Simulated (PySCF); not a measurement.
Assigning NMR signals

Bonds (- single, = double, # triple, : aromatic): C1-Si2, Si2-C3, C3-Cl4, C3-C5, C5=C6, C6-Si7, Si7-P8, Si7-C3. C1 carries H9, H10, H11; Si2 carries H12, H13; C5 carries H14; C6 carries H15; Si7 carries H16; P8 carries H17, H18. Stereochemistry as in C[SiH2][C@@]1(Cl)C=C[Si@H]1P. H13 is pro-R; H12 is pro-S.

How the numbers were obtained: GFN2-xTB geometry, shielding tensors at PBE0/pcSseg-1 (GIAO), in PySCF 2.14 (relativity neglected, no solvent, single conformer, one averaged value for each set of equivalent atoms).

Scale: $^{13}$C and $^{1}$H against TMS (reference shieldings calculated alike).

**Question.** Assign these signals to the numbered atoms. $^{13}$C{$^{1}$H} NMR (computed): δ 167.4 (CH), 145.8 (CH), 53.4 (C), -4.4 (CH3).

**Answer.** 
| δ (ppm) | atoms | environment | reason |
| --- | --- | --- | --- |
| 167.4 | C5 | alkene CH | – |
| 145.8 | C6 | alkene CH | an sp2 carbon of a C=C bond |
| 53.4 | C3 | allylic fully substituted sp3 carbon bonded to Cl and 2 Si | the inductive effect lowers its shielding |
| -4.4 | C1 | methyl carbon bonded to Si | an electropositive neighbour leaves it electron-rich and shielded |

**Question.** Assign these signals to the numbered atoms. $^{1}$H NMR (400 MHz, computed): δ 7.08 (m, 1H), 6.39 (m, 1H), 5.88 (m, 1H), 4.35 (m, 1H), 4.30 (m, 1H), 1.44 (m, 2H), 0.45 (m, 3H).

**Answer.** 
7.08 → H14, hydrogen on an alkene CH: a vinylic proton, deshielded by the sp2 carbon and the C=C anisotropy
6.39 → H15, hydrogen on an alkene CH
5.88 → H16, hydrogen on a silicon bonded to 2 C, P, in a 4-membered ring
4.35 → H13, hydrogen on a silicon bonded to 2 C
4.30 → H12, hydrogen on a silicon bonded to 2 C
1.44 → H17/H18, hydrogen on a phosphorus bonded to Si
0.45 → H9/H10/H11, hydrogen on a methyl carbon bonded to Si: an electropositive neighbour shields it, as in TMS itself

H13 and H12 lie closer than the usual error of such a calculation, so a measured spectrum could show them in the other order.

Carbons that carry Cl, above all several Cl atoms, come out too deshielded, partly because spin–orbit coupling is missing. Splittings by $^{31}$P in the carbon and heteronuclear signals aren't shown, as no couplings were computed. Shifts are as computed. Against solution values, carbons near 30 ppm lie about +3 ppm off and those near 130 ppm about +5 ppm; carbons on Cl a further +6 ppm. Of 1309 compounds with measured shifts, 239 miss one by over three times the rms of a fit or turn the order of signals round; such compounds aren't used in these exercises. No couplings were computed; multiplicities are counted from neighbouring protons, with m where these are inequivalent, close in shift, in a saturated or five-membered ring or joined by F or P, and br s for small geminal =CH2 splittings.
